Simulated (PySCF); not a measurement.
System: C5H7Si (charge -1, singlet). It need not be the lowest isomer of its formula. Whether it binds its extra electron was not tested at this geometry. 
Coordinates optimised at B3LYP-D3(BJ)/def2-TZVP (Ansatz):
```xyz
13

Si    -1.9910     0.2465     0.2623
C     -0.2038     0.0309     0.0348
C      0.7876     0.5537     0.8134
C      2.0952     0.1639     0.3201
C      2.0399    -0.6315    -0.8026
C      0.5331    -0.7596    -1.0472
H     -2.7565    -1.0293     0.4599
H     -2.6986     0.8832    -0.8980
H     -2.3258     1.0973     1.4464
H      0.6101     1.1798     1.6876
H      3.0091     0.4887     0.8165
H      0.2840    -0.3957    -2.0537
H      0.2409    -1.8189    -1.0432
```
Charge -1, spin multiplicity 1.

Dispersion corrections to the total energy (kcal/mol) from the dftd3 and dftd4 libraries through PySCF: D3(BJ) without and D4 with the three-body term, each with the damping fitted for the functional named.

```tsv
functional	D3(BJ)	D4
TPSSh	…	-10.78
CAM-B3LYP	-6.19	-7.49
B3LYP	-13.46	-14.06
PBE	-7.65	…
PBE0	-6.71	-7.41
HSE06	-5.23	…
BP86	-12.48	-11.74
```

Problem. Some entries are withheld; supply them.

Solution. 
- TPSSh, D3(BJ): -8.99
- PBE, D4: -8.77
- HSE06, D4: -6.89
